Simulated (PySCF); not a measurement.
## ZnH: from constants to spectrum

PBE0 constants of ZnH, ²Σ⁺ (doublet), unpaired electrons σ ↑ (PySCF, scalar-relativistic core potentials, basis sets Zn cc-pVDZ-PP with ECP10, H cc-pVDZ; masses 63.9291 and 1.0078 u):

| Item | Value |
| --- | --- |
| ωe | 1581.3 cm⁻¹ |
| ωexe | 47.6 cm⁻¹ |
| Be | 6.6148 cm⁻¹ |
| αe | 0.272 cm⁻¹ |
| D (centrifugal) | 0.000463 cm⁻¹ |
| De to Zn + H | 1.00 eV |

(1) Give the vibrational terms G(v) and spacings up to v = 4.

(2) How well does the Morse estimate ωe²/(4ωexe) reproduce De, and what is D0?

The state is the lowest determinant that a PBE0 search found; another state may lie lower at other levels.

Answers

(1) G(v) = ωe(v+½) − ωexe(v+½)².

```csv
v,G(v) (cm⁻¹),G(v) − G(v−1),Bv (cm⁻¹)
0,779,,6.479
1,2265,1486,6.207
2,3656,1391,5.935
3,4951,1296,5.663
4,6152,1200,5.391
```

(2) It gives 1.63 eV, 163 % of the computed De. D0 = De − G(0) = 1.00 − 0.10 = 0.90 eV.
